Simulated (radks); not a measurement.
The numbers below are computed, except where a source is named.
Polarisability of the indium ion In2+, [Kr] 4d10 5s1, at imaginary frequency. Level of theory: non-relativistic Kohn-Sham, exchange-only LDA, spin-unpolarised, spherical densities, point nucleus; relativity is left out, which matters for an element this heavy (a radial shooting solver on a logarithmic mesh with Libxc functionals). Response by self-consistent Sternheimer equations with the Hartree and adiabatic exchange-only LDA kernel.

| w (hartree) | alpha1(iw) (bohr^3) | alpha2(iw) (bohr^5) |
|---|---|---|
| 0.00266 | 14.50 | 55.33 |
| 0.0143 | 14.47 | 55.30 |
| 0.0360 | 14.31 | 55.11 |
| 0.0697 | 13.82 | 54.50 |
| 0.118 | 12.76 | 53.02 |
| 0.186 | 11.01 | 49.98 |
| 0.280 | 8.827 | 44.64 |
| 0.413 | 6.724 | 36.75 |
| 0.605 | 5.008 | 27.29 |
| 0.892 | 3.669 | 18.22 |
| 1.35 | 2.573 | 11.05 |
| 2.12 | 1.624 | 6.087 |
| 3.59 | 0.8364 | 2.891 |
| 6.94 | 0.3090 | 1.017 |
| 17.5 | 0.06993 | 0.1913 |

Static values: alpha1 = 14.50 bohr^3 (2.148 angstrom^3; uncoupled 23.78), alpha2 = 55.33 bohr^5, alpha3 = 449.8 bohr^7. C6 = 68.85, C8 = 1550, triple-dipole C9 = 638.8 atomic units. One-pole (London) frequency 4 C6 / (3 alpha1^2) = 0.437 hartree, against 0.804 for minus the highest occupied eigenvalue. The dipole shielding factor is 0.959, as the force sum rule N/Z = 0.959 demands.
